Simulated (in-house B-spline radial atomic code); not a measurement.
## RPA and G0W0 on TPSS: Tl II (Tl+)

Configuration [Xe] 4f14 5d10 6s2, mean-field start TPSS. Computed with an all-electron radial atomic-structure program (B-spline basis): all electrons, scalar-relativistic (spin-free one-electron X2C), finite nucleus, each spin shell either full or empty, empty states to l = 9 with an (l + 1/2)⁻⁴ tail; G0W0 by contour deformation at full frequency.

Without the two-electron picture change, the correlation of inner shells comes somewhat too large for so heavy an element.

Command:
```bash
python run_gw.py task.json out
```
Settings (radii: box in bohr, nucleus in fm):
```
Z                        81
electrons                80
configuration            [Xe] 4f14 5d10 6s2
hamiltonian              x2c
method                   tpss,tpss
lmax                     9
rms_radius               5.4759
spin_polarised           False
box_radius               23.78
intervals                70
ion_configuration        [Xe] 4f14 5d10 6s1
```

Time taken, with all properties: 13 s on 1 thread of Arm Neoverse V2, on a shared host.

Energies (hartree):

```tsv
term	value
mean-field total	-20248.81329
Hartree-Fock functional on these orbitals	-20243.54627
direct second order	-8.3572
second-order exchange	2.0625
SOSEX correction	1.9179
```

(1) What is the RPA correlation energy, and what remains with SOSEX?

Quasi-particle levels (eV):

```
level  occupied  mean field  Σx - vxc     Σc  QP weight    G0W0
   6s       yes     -16.168     -2.71      ?          ?       ?
   6p        no      -8.027      3.63  -1.14      0.947  -5.532
```

G0W0 = mean field + (Σx - vxc) + Σc, with Σc (partial-wave tail included) taken at the quasi-particle energy. Only the outer levels were computed. Levels of low weight are left out.

(2) Where does G0W0 put 6s?

(3) What does it cost to remove one electron (to [Xe] 4f14 5d10 6s1) by differences of total energies, each species on its own start (correlation terms add to the Hartree-Fock functional)?

Answers

(1) RPA gives -7.2323 hartree (-2.46 eV per electron); RPA + SOSEX gives -5.3144, and the second-order doubles -6.2946 hartree (no singles). RPA lacks exchange-type terms and so overcorrelates at short range.

(2) At -20.787 eV, with Σc = -1.91 eV and a quasi-particle weight of 0.925. The tabulated removal energy is 20.428 eV (NIST, measured); the calculation leaves out spin-orbit coupling, Breit and QED terms, and what these don't explain is the method's own error.

(3) TPSS 20.286 eV, Hartree-Fock functional 18.274 eV, + RPA 20.790 eV, + RPA + SOSEX 20.195 eV, + second order 22.121 eV. Tabulated: 20.428 eV (NIST, measured); the calculation leaves out spin-orbit coupling, Breit and QED terms, and what these don't explain is the method's own error.
